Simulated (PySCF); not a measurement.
**Circular dichroism: `F[C@H](Br)[C@@H]1C[C@H]1F`, C₄H₅BrF₂**

Geometry:
```
atom   x (Å)   y (Å)   z (Å)
  F1   1.180  -1.041   1.323
  C2   1.365  -0.485   0.104
 Br3   2.756   0.907   0.297
  C4   0.100   0.117  -0.429
  C5  -0.820   0.883   0.485
  C6  -1.224  -0.461  -0.019
  F7  -2.189  -0.534  -0.973
  H8   1.791  -1.250  -0.555
  H9   0.190   0.465  -1.450
 H10  -0.553   0.966   1.528
 H11  -1.318   1.749   0.080
 H12  -1.277  -1.318   0.641
```

Theory: PySCF, TDDFT BHandHLYP/def2-SVPD circular dichroism and optical rotation, one conformer, gas phase. Geometry: GFN2-xTB.

The molecule is flexible and this is one conformer; a measurement averages over conformers. The calculation is non-relativistic, which matters for the atoms heavier than Zn.

(1) Assign R or S to each stereocentre.

(2) Which excitations and rotatory strengths does the calculation give?

## Answers

(1) C2 R, C4 R, C6 R.

(2) Rotatory strengths R in 10⁻⁴⁰ esu² cm², velocity form and length form (origin at the centre of mass); f in length form.
```
state  E (eV)  λ (nm)      f  R (velocity)  R (length)                                    main
    1    6.23     199  0.002          -3.3        -2.7        HOMO→LUMO 0.73, HOMO−1→LUMO 0.15
    2    6.41     193  0.004          -7.7        -8.7        HOMO−1→LUMO 0.73, HOMO→LUMO 0.11
    3    7.86     158  0.248         -54.2       -53.3                        HOMO−2→LUMO 0.72
    4    8.17     152  0.097         +12.0       +12.5      HOMO→LUMO+1 0.77, HOMO→LUMO+2 0.10
    5    8.32     149  0.028         +19.4       +20.7    HOMO−3→LUMO 0.57, HOMO−1→LUMO+1 0.24
    6    8.36     148  0.062          +4.3        +3.5    HOMO−1→LUMO+1 0.56, HOMO−3→LUMO 0.21
    7    8.53     145  0.013         +21.5       +20.8    HOMO→LUMO+2 0.45, HOMO−2→LUMO+2 0.19
    8    8.85     140  0.051         +13.0       +12.2      HOMO→LUMO+3 0.53, HOMO→LUMO+5 0.15
    9    8.86     140  0.029         -31.3       -31.8    HOMO−2→LUMO+1 0.45, HOMO→LUMO+3 0.20
   10    8.97     138  0.003          +8.3        +8.6    HOMO−1→LUMO+2 0.28, HOMO→LUMO+2 0.20
   11    9.03     137  0.027          +5.7        +5.9  HOMO−1→LUMO+3 0.50, HOMO−1→LUMO+5 0.14
   12    9.14     136  0.016         -18.7       -18.4  HOMO−3→LUMO+2 0.65, HOMO−2→LUMO+2 0.10
   13    9.20     135  0.040          -6.5        -6.6  HOMO−1→LUMO+2 0.20, HOMO−2→LUMO+1 0.15
   14    9.25     134  0.053          -6.2        -6.3    HOMO−3→LUMO+1 0.33, HOMO→LUMO+4 0.18
   15    9.34     133  0.004          +1.3        +1.2  HOMO−1→LUMO+4 0.17, HOMO−3→LUMO+1 0.15
   16    9.39     132  0.023         +16.2       +16.4  HOMO−2→LUMO+3 0.28, HOMO−2→LUMO+2 0.11
```

Among the states computed, the strongest CD band (largest |R|) is state 3. The largest dissymmetry factor in size, g = 4R/(D+G), with D and G the electric and magnetic dipole strengths, is +0.046 for state 10 (velocity form, f = 0.002), among bands with |R| over 0.5. The mirror image has the same energies and oscillator strengths and all R with the opposite sign.
